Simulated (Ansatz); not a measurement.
The cluster Li2Si2⁺: single points at one geometry.

```yaml
crystal:
  periodic: [false, false, false]
  atoms:
    - {symbol: Li, position_ang: [1.589211, 1.629227, 0.623703]}
    - {symbol: Li, position_ang: [-1.587959, -1.635568, -0.609632]}
    - {symbol: Si, position_ang: [-0.847040, 0.682775, 0.374418]}
    - {symbol: Si, position_ang: [0.845798, -0.676425, -0.388489]}
basis:
  gaussian: {orbitals: def2-TZVP, initial_orbitals: start.molden}
total_charge: 1
magnetization: {spin_polarized: true, initial_magnetization: 3}
hamiltonian: {xc: {name: wB97M-V}}
scf: {omitted_lower_state_checks: [starts]}
output: {orbitals: {seedname: orbitals}}
```

The file start.molden holds the orbitals of an earlier run on this structure, at another level or in another basis.

```sh
$ ansatz run in.yaml --threads 4 --pin off --events-out ev --progress --plain --max-ram 3916MiB
```

Shortened log:

```
Functional definition: wB97M-V
  name "wB97M-V"
  cite "Mardirossian & Head-Gordon, J. Chem. Phys. 144, 214110 (2016) doi:10.1063/1.4952647"
  cite "Becke, J. Chem. Phys. 107, 8554 (1997) doi:10.1063/1.475007"
  cite "Vydrov & Van Voorhis, J. Chem. Phys. 133, 244103 (2010) doi:10.1063/1.3521275"
  # Of w^i u^j: cxij and so on, Table III.
  parameter omega = 0.3/bohr
  parameter cx = 0.15
  parameter cx01 = 1.007
  parameter cx10 = 0.259
  parameter css00 = 0.443
  parameter css04 = -1.437
  parameter css10 = -4.535
  parameter css20 = -3.390
  parameter css43 = 4.278
  parameter cos00 = 1.000
  parameter cos10 = 1.358
  parameter cos20 = 2.924
  parameter cos21 = -8.812
  parameter cos60 = -1.390
  parameter cos61 = 9.142
  parameter b = 6.0
  parameter c = 0.01
  gx(w, u) = 1 - cx + cx01*u + cx10*w
  gss(w, u) = css00 + css04*u^4 + css10*w + css20*w^2 + css43*w^4*u^3
  gos(w, u) = cos00 + cos10*w + (cos20 + cos21*u)*w^2 + (cos60 + cos61*u)*w^6
  exchange = spin_sum(e_x_unif_sr(omega)*gx(b97_w, b97_u_x)) + cx*exact_x_sr(omega) + exact_x_lr(omega)
  correlation = spin_sum(e_c_pw_mod_same_spin*gss(b97_w, b97_u_same))
      + integral(e_c_pw_mod_opposite_spin*gos(b97_w_opposite, b97_u_opposite)) + vv10(b, c)
these checks for a lower state are left out or cut short: starts
762 factors; their error is unknown
220 factors; integrals over basis functions are off by at most 4.1e-5 eV
mean field evaluation 1: about -16154.9853 eV, gradient 6.0e0 eV
mean field evaluation 2: about -16155.0640 eV, gradient 1.3e-1 eV
mean field evaluation 4: about -16155.1022 eV, gradient 5.7e-4 eV
mean field evaluation 8: about -16155.1022 eV, gradient 6.6e-6 eV
mean field -16155.10223492 eV, -593.6890568117 hartree, gradient 6.5e-6 eV, S^2 3.758280; 0 other end points of the search recorded, 0 dependent functions left out
reference -16155.10229138 eV, -593.6890588865 hartree; 18, 15 occupied and 84, 87 virtual orbitals, 762 factors
Total energy: -16155.10229138 eV, -593.6890588865 hartree
Checks for a lower state left out: starts
```

It took 14 s on 4 threads of Arm Neoverse V1 on a shared host.

The first input with `hamiltonian: {xc: pbe, dispersion: d4}` (abridged; 1.2 s):

```
Functional definition: PBE
mean field -16147.58828539 eV, -593.4129242597 hartree, gradient 1.0e-5 eV, S^2 3.754421
Total energy: -16147.69286989 eV, -593.4167676692 hartree
Checks for a lower state left out: starts
```

As the first input, with `hamiltonian: {xc: r2scan, dispersion: d4}` (abridged; 6.5 s):

```
Functional definition: r2SCAN
mean field -16155.00921256 eV, -593.6856383032 hartree, gradient 3.3e-6 eV, S^2 3.759307
Total energy: -16155.02827554 eV, -593.6863388545 hartree
Checks for a lower state left out: starts
```

First input, but with `hamiltonian: {xc: {name: r2SCAN0}, dispersion: d4}` (abridged; 7.5 s):

```
Functional definition: r2SCAN0
mean field -16154.71130031 eV, -593.6746902296 hartree, gradient 2.4e-6 eV, S^2 3.764015
Total energy: -16154.73657073 eV, -593.6756189005 hartree
Checks for a lower state left out: starts
```

As the first input, with `correlation: {method: mp2}` and without the key `hamiltonian` (abridged; 0.65 s):

```
Functional definition: HF
mean field -16123.34843392 eV, -592.5221261483 hartree, gradient 2.5e-6 eV, S^2 3.788442
10 core orbitals not correlated: weight in the atoms' cores, before any rotation towards them, 1.000 or more for the frozen orbitals, at most 0.000 for the correlated occupied ones
second order -6.62088770 eV of doubles, -0.00000000 eV of singles
Total energy: -16129.96932162 eV, -592.7654392836 hartree
Checks for a lower state left out: starts
```

Geometry: PBE0-D4/def2-TZVP.

Correlated methods freeze 10 core orbitals; core or outer-core shells of Li are correlated, in sets that lack core-valence functions. At PBE0-D4/def2-TZVP a doublet of charge 1 lies 1.23 eV below the quartet, each at its own geometry. The structure comes from a short search, and lower isomers may exist.
